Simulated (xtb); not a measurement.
xtb input (GFN2-xTB):

```bash
xtb mol.xyz --gfn 2 --ohess tight --chrg 0 --uhf 0
```
mol.xyz:
```
2

Cu    -0.82876104    -0.60706867    -0.65963141
I      0.83758950     0.54122325     0.66518549
```

Output:

```
           -------------------------------------------------
          |                Calculation Setup                |
           -------------------------------------------------

           -------------------------------------------------
          |                 G F N 2 - x T B                 |
           -------------------------------------------------

        Reference                      10.1021/acs.jctc.8b01176
      * Hamiltonian:
        H0-scaling (s, p, d)           1.850000    2.230000    2.230000
        zeta-weighting                 0.500000
      * Dispersion:
        s8                             2.700000
        a1                             0.520000
        a2                             5.000000
        s9                             5.000000
      * Repulsion:
        kExp                           1.500000    1.000000
        rExp                           1.000000
      * Coulomb:
        alpha                          2.000000
        third order                    shell-resolved
        anisotropic                    true
        a3                             3.000000
        a5                             4.000000
        cn-shift                       1.200000
        cn-exp                         4.000000
        max-rad                        5.000000

          ...................................................
          :                      SETUP                      :
          :.................................................:
          :  # basis functions                  20          :
          :  # atomic orbitals                  18          :
          :  # shells                            6          :
          :  # electrons                        18          :
          :  max. iterations                   250          :
          :  Hamiltonian                  GFN2-xTB          :
          :  restarted?                      false          :
          :  GBSA solvation                  false          :
          :  PC potential                    false          :
          :  electronic temp.          300.0000000     K    :
          :  accuracy                    1.0000000          :
          :  -> integral cutoff          0.2500000E+02      :
          :  -> integral neglect         0.1000000E-07      :
          :  -> SCF convergence          0.1000000E-05 Eh   :
          :  -> wf. convergence          0.1000000E-03 e    :
          :  Broyden damping             0.4000000          :
          :  net charge                          0          :
          :  unpaired electrons                  0          :
          ...................................................

 iter      E             dE          RMSdq      gap      omega  full diag
   1     -7.7387164 -0.773872E+01  0.825E+00    4.16       0.0  T
   2     -7.7407258 -0.200944E-02  0.556E+00    4.54       1.0  T
   3     -7.7428219 -0.209605E-02  0.216E+00    4.98       1.0  T
   4     -7.7434301 -0.608216E-03  0.123E+00    5.09       1.0  T
   5     -7.7436777 -0.247548E-03  0.267E-01    5.21       1.0  T
   6     -7.7436791 -0.147016E-05  0.776E-02    5.21       1.0  T
[...]

Topologies differ in total number of bonds
Writing topology from bond orders to xtbtopo.mol

molecular dipole:
                 x           y           z       tot (Debye)
 q only:       -1.071      -0.738      -0.851
   full:       -2.569      -1.770      -2.042       9.478
molecular quadrupole (traceless):
                xx          xy          yy          xz          yz          zz
 q only:       -0.059       0.091       0.105      -0.019       0.074      -0.046
  q+dip:       -0.434      -0.458       0.475      -0.825      -0.360      -0.041
   full:       -0.432      -0.452       0.474      -0.819      -0.356      -0.042

           -------------------------------------------------
          |                Geometry Summary                 |
           -------------------------------------------------

      molecular mass/u    :      190.4505118
   center of mass at/Å    :        0.2799009       0.1569146       0.2217977
  moments of inertia/u·Å² :       -0.3576699E-13   0.2447093E+03   0.2447093E+03
rotational constants/cm⁻¹ :       -0.4713182E+15   0.6888839E-01   0.6888839E-01

 * 1 selected distances

     #   Z          #   Z                                           value/Å
     0   0          0   0                                         0.0000000 (max)

 * 0 distinct bonds (by element types)

   Z      Z             #   av. dist./Å        max./Å        min./Å

           -------------------------------------------------
          |               Frequency Printout                |
           -------------------------------------------------
 vibrational frequencies (cm⁻¹)
eigval :        0.00     0.00     0.00     0.00     0.00   257.09
 reduced masses (amu)
   1: 84.69   2: 84.69   3:105.76   4:105.76   5:105.76   6: 84.69
 IR intensities (km·mol⁻¹)
   1: 15.51   2: 15.51   3:  0.00   4:  0.00   5:  0.00   6:  5.53
 Raman intensities (Ä⁴*amu⁻¹)
   1:  0.00   2:  0.00   3:  0.00   4:  0.00   5:  0.00   6:  0.00
 output can be read by thermo (or use thermo option).
 writing <g98.out> molden fake output.
 recommended (thermochemical) frequency scaling factor: 1.0
           -------------------------------------------------
          |             Thermodynamic Functions             |
           -------------------------------------------------

cin symmetry found (for desy threshold:  0.10E+00) used in thermo

          ...................................................
          :                      SETUP                      :
          :.................................................:
          :  # frequencies                           1      :
          :  # imaginary freq.                       0      :
          :  linear?                              true      :
          :  only rotor calc.                    false      :
          :  symmetry                              cin      :
          :  rotational number                       1      :
          :  scaling factor                  1.0000000      :
          :  rotor cutoff                   50.0000000 cm⁻¹ :
          :  imag. cutoff                  -20.0000000 cm⁻¹ :
          :.................................................:

    mode    ω/cm⁻¹     T·S(HO)/kcal·mol⁻¹    T·S(FR)/kcal·mol⁻¹   T·S(vib)
   ------------------------------------------------------------------------
       1    257.09    -0.50132 ( 99.86%)    -0.57136 (  0.14%)    -0.50142
   ------------------------------------------------------------------------

   temp. (K)  partition function   enthalpy   heat capacity  entropy
                                   cal/mol     cal/K/mol   cal/K/mol   J/K/mol
 298.15  VIB   1.41                  299.075      1.750      1.682
         ROT  0.301E+04              592.502      1.987     17.903
         INT  0.423E+04              891.577      3.737     19.585
         TR   0.254E+28             1481.254      4.968     41.619
         TOT                        2372.8307     8.7052    61.2046   256.0799

       T/K    H(0)-H(T)+PV         H(T)/Eh          T*S/Eh         G(T)/Eh
   ------------------------------------------------------------------------
Note: The following floating-point exceptions are signalling: IEEE_DENORMAL
normal termination of xtb
    298.15    0.378135E-02    0.436705E-02    0.290803E-01   -0.247132E-01
   ------------------------------------------------------------------------

         :::::::::::::::::::::::::::::::::::::::::::::::::::::
         ::                  THERMODYNAMIC                  ::
         :::::::::::::::::::::::::::::::::::::::::::::::::::::
         :: total free energy          -7.761211293653 Eh   ::
         ::.................................................::
         :: total energy               -7.736498076575 Eh   ::
         :: zero point energy           0.000585703162 Eh   ::
         :: G(RRHO) w/o ZPVE           -0.025298920241 Eh   ::
         :: G(RRHO) contrib.           -0.024713217078 Eh   ::
         :::::::::::::::::::::::::::::::::::::::::::::::::::::

optimized geometry written to: xtbopt.xyz

           -------------------------------------------------
          | TOTAL ENERGY               -7.736498076575 Eh   |
          | TOTAL ENTHALPY             -7.732131027074 Eh   |
          | TOTAL FREE ENERGY          -7.761211293653 Eh   |
          | GRADIENT NORM               0.000121216849 Eh/α |
          | HOMO-LUMO GAP               5.232251912156 eV   |
           -------------------------------------------------

------------------------------------------------------------------------
------------------------------------------------------------------------
 total:
 SCF:
 ANC optimizer:
 analytical hessian:
```
